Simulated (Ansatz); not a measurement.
All numbers were calculated with Ansatz.

A structure relaxed at PBE0-D4/def2-TZVP, charge 0, multiplicity 1:

Cartesian coordinates in Å:
```
O 1.7544 0.6715 1.0510
C 0.7817 0.2698 0.1551
Al 0.2076 0.9090 -1.6233
Al -1.0043 -0.5172 -0.0525
O -2.1193 -1.2617 0.9878
H 1.6174 0.2201 1.8882
H 1.0832 -0.6822 -0.4529
H 0.6336 2.0321 -2.6733
H -2.9543 -1.6415 0.7199
```

(1) Give its formula and SMILES.

(2) Summarise the bond lengths by kind.

## Answers

(1) CH4Al2O2, `O[CH]1[AlH][Al]1[OH]`.

(2) 1 × C–O 1.382 Å; 2 × H–O 0.956 to 0.961 Å; 2 × Al–C 1.963 to 1.975 Å; 1 × C–H 1.169 Å; 1 × Al–Al 2.443 Å; 1 × Al–H 1.595 Å; 1 × Al–O 1.697 Å.
